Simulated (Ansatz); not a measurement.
Consider the cleavage of the Si–Al bond: `[SiH3][AlH][Br]` + `FBN[SiH3]` → `FBN([SiH3])[SiH3]` + `[AlH2][Br]`.

Isolated molecules relaxed with PBE0-D4/def2-TZVP in Ansatz; ΔE leaves out vibrations. CBS: MP2 limit from def2 TZ/QZ plus the TZ coupled-cluster correction, frozen cores. DFT in def2-TZVPP. For Br outer-core shells are correlated without core-valence functions, which leaves a few kJ/mol of doubt a bond. Scalar relativity is left out up to krypton. One conformer a species, not always the lowest.

```tsv
level	ΔE (kJ/mol)
BHLYP-D4	-41.6
CAM-B3LYP	-34.7
LC-ωPBE	-27.9
CCSD/def2-SVP	-34.6
```

**Question.** What does CCSD(T)/CBS give? (Estimate.)

**Answer.** The calculation gave: -37.9 kJ/mol. The listed levels differ from it by -3.7, 3.2, 10.0, 3.3 kJ/mol.

Largest T1 diagnostic among the species: 0.012.

From PBE to PBE0 (25 % exact exchange), in def2-TZVPP and without D4, ΔE moves by −6.6 kJ/mol. Leaving LDA and LC-ωPBE aside and taking each functional with its dispersion term where it has one, the values, not all of them listed here, spread over 25.8 kJ/mol, from ωB97M-V to PBE-D4. LDA lies −8.6 kJ/mol from PBE without D4. The D4 term adds −7.9 kJ/mol with B3LYP and −4.1 kJ/mol with PBE0; it sums over pairs of atoms, weighted by their polarisabilities, and B3LYP, whose exchange is more repulsive, gets the larger term.

B3LYP here is the variant with VWN-RPA as its local correlation; programs differ in this.
